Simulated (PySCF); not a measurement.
GeOCl2, SMILES [Ge](=[O])([Cl])[Cl]. Geometry optimised at PBE-D3(BJ)/def2-SVP.

Computed with PBE-D3(BJ)/def2-SVP run with PySCF.

Harmonic wavenumbers (cm⁻¹): 148, 168, 199, 401, 436, 955. Rotational constants (GHz): 3.776, 2.402, 1.468; symmetry number 2.

Q: Work out the zero-point energy and the ideal-gas rigid-rotor harmonic-oscillator thermochemistry at 298.15 K and 1 atm.

A: ZPE = ½ Σ hcν = ½ × 2306 cm⁻¹ = 13.79 kJ/mol. H − E(el) = 30.15 kJ/mol. Entropy in J/(mol K): translation 172.01, rotation 109.64, vibration 38.56, total 320.20. G − E(el) = -65.32 kJ/mol. Cp = 70.57 J/(mol K). Modes under 150 cm⁻¹ make the vibrational entropy uncertain.
